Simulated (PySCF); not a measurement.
Spinor energies of Ti⁺ (titanium, charge +1)

Start: [Ar] 3d3; 3d5/2 filled at m_j = +1/2, +3/2, +5/2. Calculated with PySCF 2.14 in x2c-TZVPall-2c: generalised Hartree-Fock with the X2C-1e Hamiltonian and a Gaussian nucleus; one run each with spin-orbit coupling (SO) switched off, then screened by Boettger's factors. This is a chosen level, not necessarily the ground level.

| spinor shell | electrons | ε, spin-free (eV) | ε, screened SO (eV) | weight of nominal j (screened SO) | rms radius, screened SO (bohr) |
| --- | --- | --- | --- | --- | --- |
| 1s1/2 | 2 | -5020.1 | -5020.1 | 1.000 | 0.0804 |
| 2s1/2 | 2 | -590.62 | -590.62 | 1.000 | 0.350 |
| 2p1/2 | 2 | -486.46 | -490.36 | 0.996 | 0.318 |
| 2p3/2 | 4 | -486.46 | -484.57 | 0.998 | 0.321 |
| 3s1/2 | 2 | -80.942 | -80.949 | 1.000 | 1.09 |
| 3p3/2 | 4 | -51.353 | -51.795 | 0.836 | 1.20 |
| 3p1/2 | 2 | -51.353 | -50.500 | 0.671 | 1.20 |
| 3d5/2 | 3 | -14.204 | -14.200 | 0.794 | 1.87 |

```
   quantity   spin-free  screened SO
E (hartree)  -852.50263   -852.50843
        M_J         9/2          9/2
       ⟨J²⟩      24.757       24.757
       ⟨L²⟩      12.007       12.008
       ⟨S²⟩       3.750        3.750
```

Each row is a mean over spinors that exchange with the open shell spreads, by up to 8.088 eV (3p3/2).

Rows whose weight is well below 1 are mixtures of j = l ± 1/2: exchange outweighs spin-orbit coupling there, and the label is only the starting occupation.

Without spin-orbit coupling the j labels of p, d and f shells carry no meaning; the spin-free column gives the mean over the occupied spinors of each nl shell.
